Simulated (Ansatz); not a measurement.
Cartesian coordinates in Å:
```
C 1.4368 1.9869 0.6440
C 1.0747 0.7064 0.6252
Si -0.7021 0.1483 0.6446
C -1.1249 -0.8040 -0.9341
N -0.3211 -2.0103 -1.1568
H 0.7021 2.7865 0.6873
H 2.4782 2.2968 0.6226
H 1.8671 -0.0413 0.5919
H -0.9183 -0.7785 1.7953
H -1.5631 1.3539 0.8203
H -2.1828 -1.0870 -0.9204
H -1.0127 -0.1467 -1.8022
H 0.6587 -1.7729 -1.2530
H -0.3925 -2.6382 -0.3649
```

Total charge 0; spin multiplicity 1.

**Question.** List the ωB97M-V/def2-TZVPP orbital energies in eV (the Gaussian-basis code of Ansatz). (Best estimate.)

**Answer.** Computed: Occupied: -1806.55, -394.25, -281.75, -281.74, -281.34, -147.65, -101.77, -101.76, -101.74, -27.32, -24.25, -21.21, -19.01, -17.04, -16.44, -15.35, -14.36, -13.73, -13.08, -12.74, -11.71, -11.13, -10.37, -8.80. Lowest empty: 1.50, 2.42, 2.72, 3.16, 3.45, 3.58, 3.91, 4.35.
